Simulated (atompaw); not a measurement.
**Before and after: PAW (atompaw) potential for samarium (Sm)**

* Element: Sm
* Generator: atompaw 4.2.0.5
* Type: PAW
* Functional: LDA (PW92)
* Relativity: scalar-relativistic
* Frozen core: [Kr] 4d10 5s2
* Valence charge: 14
* Reference configuration: 4f6 5p6 5d0 6s0 6p0 (charge +2)
* Partial waves: 6s (bound, empty); 6s channel at 2.45 Ry; 5p (bound); 6p (bound, empty); 5d (bound, empty); 5d channel at 2.05 Ry; 4f (bound); 4f channel at 1.4 Ry
* Local potential: vpsmatchnc scheme with l = 4 at -0.5 Ry, radius 2.15 bohr
* Core correction: smooth core density matched at 2.15 bohr
* Augmentation charge: besselshape compensation charge, radius 2.40 bohr; PAW radius 2.95 bohr; waves and projectors: bloechl

Change: waves 6s (bound): rc 2.95 bohr; 6s channel at 2.45 Ry: rc 2.70 bohr; 5p (bound): rc 2.10 bohr; 6p (bound): rc 2.95 bohr; 5d (bound): rc 2.95 bohr; 5d channel at 2.05 Ry: rc 2.95 bohr; 4f (bound): rc 1.20 bohr; 4f channel at 1.4 Ry: rc 1.20 bohr; augmentation besselshape compensation charge, radius 2.40 bohr; PAW radius 2.95 bohr; waves and projectors: custom rrkj gramschmidtortho.

Cutoffs: the cutoffs (Ry, on a coarse ladder) from which the occupation-weighted sum of valence levels, in a spherical-Bessel basis at the reference potential, stays within 10 and 1 mRy of its value at 400 Ry; they do not see the model core or the augmentation charge, which bear on the density cutoff.

Task: What does the change do?

Result: The potential gets harder (70 Ry and 90 Ry → 120 Ry and 200 Ry); both files keep a bound ghost (s); the range in which the f phases agree widens (upper end 3.7 → at the end of the scan).

| quantity | base | changed |
| --- | --- | --- |
| cutoff, loose | 70 Ry | 120 Ry |
| cutoff, tight | 90 Ry | 200 Ry |
| loose cutoff by channel (10 mRy a level) | p 55 Ry, f 40 Ry | p 15 Ry, f 90 Ry |
| bound ghosts | s | s |
| s: phases at 2.96 bohr within 0.05 rad from the reference energy up to (Ry; the scan ends near 5) | 1.6 | 2.1 |
| p: phases at 2.96 bohr within 0.05 rad from the reference energy up to (Ry; the scan ends near 5) | 0.0 | -0.2 |
| d: phases at 2.96 bohr within 0.05 rad from the reference energy up to (Ry; the scan ends near 5) | to the end of the scan | 4.2 |
| f: phases at 2.96 bohr within 0.05 rad from the reference energy up to (Ry; the scan ends near 5) | 3.7 | to the end of the scan |
| lowest overlap eigenvalue by channel | s 0.06, p 0.22, d 0.51, f 1.00 | s 0.56, p 0.52, d 0.80, f 1.00 |

 A true bound ghost makes a file unfit for plane-wave use even where its test errors are small: the radial tests pick states by their node count and pass the ghost by. The cutoffs see the waves, projectors and local potential, not the compensation charge or the core.
